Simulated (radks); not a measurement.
Results of a calculation; reference values are marked as such.
Problem. The mean radii <r> (bohr) of the occupied orbitals of an atom or ion are listed with their occupations. Level of theory: non-relativistic Kohn-Sham, LDA (Slater exchange, Perdew-Wang correlation), spin-polarised, spherical densities, point nucleus (a radial shooting solver on a logarithmic mesh with Libxc functionals).

| orbital | occ. | <r> |
|---|---|---|
| 1s up | 1 | 0.03242 |
| 1s down | 1 | 0.03242 |
| 2s up | 1 | 0.1406 |
| 2s down | 1 | 0.1406 |
| 2p up | 3 | 0.1201 |
| 2p down | 3 | 0.1201 |
| 3s up | 1 | 0.3820 |
| 3s down | 1 | 0.3819 |
| 3p up | 3 | 0.3737 |
| 3p down | 3 | 0.3736 |
| 3d up | 5 | 0.3458 |
| 3d down | 5 | 0.3458 |
| 4s up | 1 | 0.9394 |
| 4s down | 1 | 0.9391 |
| 4p up | 3 | 1.008 |
| 4p down | 3 | 1.008 |
| 4d up | 5 | 1.316 |
| 4d down | 4 | 1.313 |
| 5p up | 1 | 3.404 |

Name the element and its charge. Open shells, if any, are filled with parallel spins first.

Solution. Z = 47, silver, charge +1: Ag+ in [Kr] 4d9 5p1. The 1s radius gives Z: for a bare nucleus <r> = 1.5/Z, 0.03191 bohr for Z = 47, and screening makes it slightly larger (0.03242 here). The occupations add up to 46, and the charge is Z minus that.
